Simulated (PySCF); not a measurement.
C4H10OSi.

```xyz
16

C      3.6176    -0.3611    -0.4145
C      2.2798    -0.3209     0.2446
C      1.1413    -0.0509    -0.3986
O     -0.0579    -0.0079     0.2269
C     -1.1831     0.2087    -0.5907
Si    -2.7254     0.2401     0.5132
H      4.0973    -1.3480    -0.3004
H      4.3103     0.3763     0.0257
H      3.5463    -0.1482    -1.4922
H      2.2183    -0.5206     1.3200
H      1.1192     0.1586    -1.4776
H     -1.1028     1.1668    -1.1420
H     -1.2890    -0.5893    -1.3522
H     -2.8761    -1.0639     1.2220
H     -3.9177     0.4715    -0.3594
H     -2.6200     1.3439     1.5113
```
Charge 0, spin multiplicity 1.

Coordinates come from a PBE0-D3(BJ)/def2-SVP optimisation. The structure was generated by enumeration; whether it is a known compound was not checked. Other conformers were not sampled.

Computed with PBE/pcSseg-1 (PySCF). Non-relativistic, no solvent.

Computed absolute GIAO shielding of each atom: isotropic value and principal components (ppm):
```
atom  σ(iso)    σ11    σ22    σ33   span
----  ------  -----  -----  -----  -----
C1     163.9  149.9  159.8  182.0   32.1
C2      77.0  -14.0   93.8  151.2  165.2
C3      25.5  -59.2   60.7   75.0  134.2
O4     229.0  140.2  265.7  281.2  140.9
C5     120.2   76.2   99.3  184.9  108.7
Si6    406.8  374.3  396.6  449.4   75.1
H7      29.4   25.2   27.3   35.7   10.5
H8      29.4   25.2   27.3   35.7   10.5
H9      29.8   26.5   29.1   33.9    7.4
H10     26.3   23.7   25.7   29.6    5.9
H11     25.3   23.0   23.8   29.2    6.3
H12     27.6   23.8   27.0   31.9    8.1
H13     27.6   23.8   27.0   32.0    8.2
H14     27.1   24.1   25.6   31.7    7.6
H15     27.4   24.6   25.3   32.3    7.7
H16     27.1   24.2   25.5   31.7    7.6
```
